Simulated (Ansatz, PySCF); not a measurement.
Gas-phase reaction in SMILES: O[Si](O)(Cl)Cl [dichloro(dihydroxy)silane] -> O[Si](Cl)Cl + [OH] (HO) (the O-Si bond at the site shown breaks; other sites are not compared here)
Geometries: B3LYP-D3(BJ)/def2-TZVP minima from Ansatz (a first-principles code), one conformer each, not searched for the lowest. Frequencies are from Ansatz or PySCF.
Geometry of the first species:
SMILES: O[Si](O)(Cl)Cl
```xyz
7

Si     0.3365     0.0750    -0.0932
Cl    -0.4038    -0.2838     1.7900
Cl    -1.1959    -0.1068    -1.4220
O      1.0056     1.5567    -0.1249
O      1.4524    -1.0180    -0.5192
H      0.5241     2.2945     0.2587
H      2.2954    -1.0141    -0.0566
```

Quantity: bond dissociation energy (enthalpy at 298 K, with B3LYP-D3(BJ) rigid-rotor harmonic-oscillator terms), in kJ/mol. Correlated levels leave the core frozen unless marked. UHF or UKS for open shells. No spin-orbit coupling. Non-relativistic. Basis-set limits of correlation are two-point, X^-3; Hartree-Fock from the larger set.

```
level                                        program  bond dissociation energy (kJ/mol)
------------------------------------  --------------  ---------------------------------
PBE/def2-TZVPD                                Ansatz                              522.1
PBE0/STO-3G                                   Ansatz                              427.1
PBE0/def2-SVP                                 Ansatz                              525.3
PBE0-D3(BJ)/def2-TZVP                 Ansatz + dftd3                              532.5
r2SCANh-D4/def2-TZVPD                 Ansatz + dftd4                              526.0
HSE06-D4/def2-TZVPD                   Ansatz + dftd4                              529.8
B2GP-PLYP-D3(BJ)/def2-TZVPD           Ansatz + dftd3                         (withheld)
B2PLYP-D3(BJ)/def2-TZVPD              Ansatz + dftd3                              540.5
RPA@PBE/cc-pV(Q+d)Z                           Ansatz                         (withheld)
SCS-MP2/STO-3G                                Ansatz                              368.3
SCS-MP2/6-31G                                 Ansatz                              404.3
SCS-MP2/cc-pV(T+d)Z                           Ansatz                              567.3
CCSD/cc-pV(T+d)Z                              Ansatz                         (withheld)
CCSD(T)/CBS(cc-pV(T+d)Z,cc-pV(Q+d)Z)          Ansatz                              565.3
```

Q: Complete the blanks.

A: 
- B2GP-PLYP-D3(BJ)/def2-TZVPD, bond dissociation energy (kJ/mol): 546.4
- RPA@PBE/cc-pV(Q+d)Z, bond dissociation energy (kJ/mol): 522.6
- CCSD/cc-pV(T+d)Z, bond dissociation energy (kJ/mol): 541.6
